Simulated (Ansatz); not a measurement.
```yaml
crystal:
  periodic: [false, false, false]
  atoms:
    - {symbol: C, position_ang: [1.429513, -1.733275, -1.486110]}
    - {symbol: C, position_ang: [0.737310, -0.928875, -0.800360]}
    - {symbol: Ti, position_ang: [-0.164378, 0.465274, 0.390206]}
    - {symbol: O, position_ang: [-0.369613, -0.270693, 2.009038]}
    - {symbol: O, position_ang: [-1.660325, 0.795944, -0.396841]}
    - {symbol: O, position_ang: [0.806816, 1.891151, 0.531845]}
    - {symbol: H, position_ang: [1.826141, -2.417363, -2.080770]}
    - {symbol: H, position_ang: [-0.710702, -1.119976, 2.290329]}
    - {symbol: H, position_ang: [-2.562518, 0.633808, -0.447441]}
    - {symbol: H, position_ang: [0.864401, 2.725184, 0.054644]}
basis:
  gaussian: {orbitals: def2-SVPD, final_grid: {core_spheres: 8, valence_spheres: 7, degree: 23}}
magnetization: {spin_polarized: true, initial_magnetization: 2}
hamiltonian: {xc: {name: B2GP-PLYP}}
output: {forces: true}
```

```sh
$ ansatz run in.yaml --threads 8 --pin off --events-out ev --progress --plain --max-ram 18278MiB
```

Shortened log:

```
Functional definition: B2GP-PLYP
1743 factors; integrals over basis functions are off by at most 1.0e-3 eV
mean field evaluation 1: about -31343.0918 eV, gradient 5.8e1 eV
mean field evaluation 2: about -31343.1807 eV, gradient 5.8e1 eV
mean field evaluation 4: about -31354.4750 eV, gradient 1.3e1 eV
mean field evaluation 8: about -31355.3375 eV, gradient 5.4e-1 eV
mean field evaluation 16: about -31355.3643 eV, gradient 5.6e-2 eV
mean field -31355.36852126 eV, -1152.2885397243 hartree, gradient 6.2e-6 eV, S^2 2.010509; 6 other end points of the search recorded, 0 dependent functions left out
10 core orbitals not correlated: weight in the atoms' cores, before any rotation towards them, 1.000 or more for the frozen orbitals, at most 0.000 for the correlated occupied ones
reference -31355.36867043 eV, -1152.2885452059 hartree; 22, 20 occupied and 143, 145 virtual orbitals, 1743 factors
second order -36.59859877 eV of doubles, -0.00000000 eV of singles
Total energy: -31368.54416598 eV, -1152.7727357370 hartree
Atom 0 at     1.429513    -1.733275    -1.486110 Å, force     0.780568    -0.856012    -0.530451 eV/Å
Atom 1 at     0.737310    -0.928875    -0.800360 Å, force    -2.788058     4.086258     3.445838 eV/Å
Atom 2 at    -0.164378     0.465274     0.390206 Å, force     0.937423    -2.389910    -0.775166 eV/Å
Atom 3 at    -0.369613    -0.270693     2.009038 Å, force    -0.286806    -0.232175     0.777732 eV/Å
Atom 4 at    -1.660325     0.795944    -0.396841 Å, force     0.461546     0.738470    -0.577012 eV/Å
Atom 5 at     0.806816     1.891151     0.531845 Å, force     1.325723     1.965039     0.098278 eV/Å
Atom 6 at     1.826141    -2.417363    -2.080770 Å, force     1.933383    -2.783220    -2.520837 eV/Å
Atom 7 at    -0.710702    -1.119976     2.290329 Å, force     0.075143    -0.126536     0.176023 eV/Å
Atom 8 at    -2.562518     0.633808    -0.447441 Å, force    -2.521319    -0.352114    -0.237889 eV/Å
Atom 9 at     0.864401     2.725184     0.054644 Å, force     0.082396    -0.049800     0.143484 eV/Å
Dipole moment:    -0.272098    -0.191627    -0.356660 e Å
```

Hardware: 8 threads of an Arm Neoverse V1 on a shared host. Wall time 21 s, peak host memory 1.1 GiB.
